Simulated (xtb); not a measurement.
xtb input (GFN2-xTB):

```bash
xtb mol.xyz --gfn 2 --sp --chrg 0 --uhf 0
```
mol.xyz:
```
5

F     -0.03138921     0.14495741     1.82106564
Si    -0.00423304     0.01954846     0.24558271
Cl     1.88985108    -0.41273118    -0.32592990
Cl    -0.60101167     1.78635357    -0.54391207
Cl    -1.26873556    -1.46646327    -0.29649619
```

End of the output:

```
         :::::::::::::::::::::::::::::::::::::::::::::::::::::
         ::                     SUMMARY                     ::
         :::::::::::::::::::::::::::::::::::::::::::::::::::::
         :: total energy             -20.286664650855 Eh    ::
         :: gradient norm              0.035732459604 Eh/a0 ::
         :: HOMO-LUMO gap              7.112372253828 eV    ::
         ::.................................................::
         :: SCC energy               -20.320856691953 Eh    ::
         :: -> isotropic ES            0.036870728551 Eh    ::
         :: -> anisotropic ES          0.000776232473 Eh    ::
         :: -> anisotropic XC         -0.001350278196 Eh    ::
         :: -> dispersion             -0.005520699256 Eh    ::
         :: repulsion energy           0.034192041098 Eh    ::
         :: add. restraining           0.000000000000 Eh    ::
         :: total charge              -0.000000000000 e     ::
         :::::::::::::::::::::::::::::::::::::::::::::::::::::

           -------------------------------------------------
          |                Property Printout                |
           -------------------------------------------------

    * Orbital Energies and Occupations

         #    Occupation            Energy/Eh            Energy/eV
      -------------------------------------------------------------
         1        2.0000           -1.0988807             -29.9021
       ...           ...                  ...                  ...
         4        2.0000           -0.8912785             -24.2529
         5        2.0000           -0.6801738             -18.5085
         6        2.0000           -0.5651179             -15.3776
         7        2.0000           -0.5651179             -15.3776
         8        2.0000           -0.5580412             -15.1851
         9        2.0000           -0.5030401             -13.6884
        10        2.0000           -0.5030401             -13.6884
        11        2.0000           -0.4739156             -12.8959
        12        2.0000           -0.4702303             -12.7956
Note: The following floating-point exceptions are signalling: IEEE_UNDERFLOW_FLAG IEEE_DENORMAL
normal termination of xtb
        13        2.0000           -0.4702303             -12.7956
        14        2.0000           -0.4617316             -12.5644
        15        2.0000           -0.4617316             -12.5644
        16        2.0000           -0.4582443             -12.4695 (HOMO)
        17                         -0.1968694              -5.3571 (LUMO)
        18                         -0.1885453              -5.1306
        19                         -0.1885453              -5.1306
        20                         -0.1084698              -2.9516
        21                         -0.0378427              -1.0298
        22                         -0.0378427              -1.0298
        23                         -0.0173350              -0.4717
        24                         -0.0173350              -0.4717
        25                         -0.0131947              -0.3590
        26                         -0.0120080              -0.3268
        27                         -0.0120080              -0.3268
       ...                                ...                  ...
        40                          0.9208855              25.0586
      -------------------------------------------------------------
                  HL-Gap            0.2613749 Eh            7.1124 eV
             Fermi-level           -0.3275569 Eh           -8.9133 eV

     #   Z          covCN         q      C6AA      α(0)
     1   9 F        0.706    -0.197    11.215     3.954
     2  14 Si       3.117     0.608   150.815    26.376
     3  17 Cl       0.809    -0.137   103.327    15.550
     4  17 Cl       0.809    -0.137   103.327    15.550
     5  17 Cl       0.809    -0.137   103.327    15.550

 Mol. C6AA /au·bohr⁶  :       2075.217358
 Mol. C8AA /au·bohr⁸  :      96592.354343
 Mol. α(0) /au        :         76.980679

Wiberg/Mayer (AO) data.
largest (>0.10) Wiberg bond orders for each atom

 ---------------------------------------------------------------------------
     #   Z sym  total        # sym  WBO       # sym  WBO       # sym  WBO
 ---------------------------------------------------------------------------
     1   9 F    1.281 --     2 Si   1.125
     2  14 Si   4.543 --     5 Cl   1.139     3 Cl   1.139     4 Cl   1.139
                             1 F    1.125
     3  17 Cl   1.326 --     2 Si   1.139
     4  17 Cl   1.326 --     2 Si   1.139
     5  17 Cl   1.326 --     2 Si   1.139
 ---------------------------------------------------------------------------

Topologies differ in total number of bonds
Writing topology from bond orders to xtbtopo.mol

molecular dipole:
                 x           y           z       tot (Debye)
 q only:        0.002      -0.007      -0.094
   full:        0.002      -0.008      -0.094       0.240
molecular quadrupole (traceless):
                xx          xy          yy          xz          yz          zz
 q only:       -0.136      -0.001      -0.134      -0.007       0.032       0.270
  q+dip:        0.231       0.001       0.227       0.012      -0.055      -0.458
   full:        0.305       0.001       0.300       0.016      -0.072      -0.605

           -------------------------------------------------
          | TOTAL ENERGY              -20.286664650855 Eh   |
          | GRADIENT NORM               0.035732459604 Eh/α |
          | HOMO-LUMO GAP               7.112372253828 eV   |
           -------------------------------------------------

------------------------------------------------------------------------
------------------------------------------------------------------------
 total:
 SCF:
```
